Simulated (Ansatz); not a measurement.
The lowest singlet and triplet of PH (SMILES [PH]); geometries from B3LYP-D3(BJ)/def2-TZVP, each state relaxed from the structure named, with no frequency check, low spin by broken symmetry.
Singlet at the triplet's geometry (charge 0, multiplicity 1):
```xyz
2

P      0.00000     0.00000    -0.08928
H      0.00000     0.00000     1.33925
```

A positive gap puts the triplet lower; no zero-point energy. R- takes a restricted singlet, here one determinant of a half-filled degenerate or near-degenerate pair, which mixes singlet states. U- takes an unrestricted singlet (broken symmetry where lower, unprojected). The triplet is unrestricted in single-reference levels.

Frozen-core correlation.

Codes used: Ansatz (a program for electronic structure). Values without a source in brackets are computed.

```json
[
 {"level": "U-wB97X-V/def2-TZVPP (spin-contaminated)", "gap E(singlet) − E(triplet), vertical, at the triplet's geometry (kJ/mol)": "28.4"},
 {"level": "U-wB97M-V/def2-TZVPP (spin-contaminated)", "gap E(singlet) − E(triplet), vertical, at the triplet's geometry (kJ/mol)": "40.5"},
 {"level": "R-MP2/cc-pV(T+d)Z", "gap E(singlet) − E(triplet), vertical, at the triplet's geometry (kJ/mol)": "148.1"},
 {"level": "R-MP2/cc-pV(Q+d)Z", "gap E(singlet) − E(triplet), vertical, at the triplet's geometry (kJ/mol)": "141.6"},
 {"level": "R-CCSD(T)/cc-pV(D+d)Z", "gap E(singlet) − E(triplet), vertical, at the triplet's geometry (kJ/mol)": "130.2"},
 {"level": "R-CCSD(T)/cc-pV(T+d)Z", "gap E(singlet) − E(triplet), vertical, at the triplet's geometry (kJ/mol)": "…"},
 {"level": "R-CCSD(T)/cc-pV(Q+d)Z", "gap E(singlet) − E(triplet), vertical, at the triplet's geometry (kJ/mol)": "…"},
 {"level": "R-CCSDT/cc-pV(Q+d)Z", "gap E(singlet) − E(triplet), vertical, at the triplet's geometry (kJ/mol)": "96.2"},
 {"level": "R-CCSDT(Q)/cc-pV(T+d)Z", "gap E(singlet) − E(triplet), vertical, at the triplet's geometry (kJ/mol)": "97.8"}
]
```

Complete the blanks.


- R-CCSD(T)/cc-pV(T+d)Z, gap E(singlet) − E(triplet), vertical, at the triplet's geometry (kJ/mol): 117.6
- R-CCSD(T)/cc-pV(Q+d)Z, gap E(singlet) − E(triplet), vertical, at the triplet's geometry (kJ/mol): 113.4

Doubts at one or more of the structures used: a restricted determinant that unrestricted orbitals would lower (R-MP2/cc-pV(T+d)Z, R-MP2/cc-pV(Q+d)Z, R-CCSD(T)/cc-pV(D+d)Z, R-CCSD(T)/cc-pV(T+d)Z, R-CCSD(T)/cc-pV(Q+d)Z, R-CCSDT/cc-pV(Q+d)Z, R-CCSDT(Q)/cc-pV(T+d)Z); other coupled-cluster roots lie near (R-CCSDT/cc-pV(Q+d)Z, R-CCSDT(Q)/cc-pV(T+d)Z).
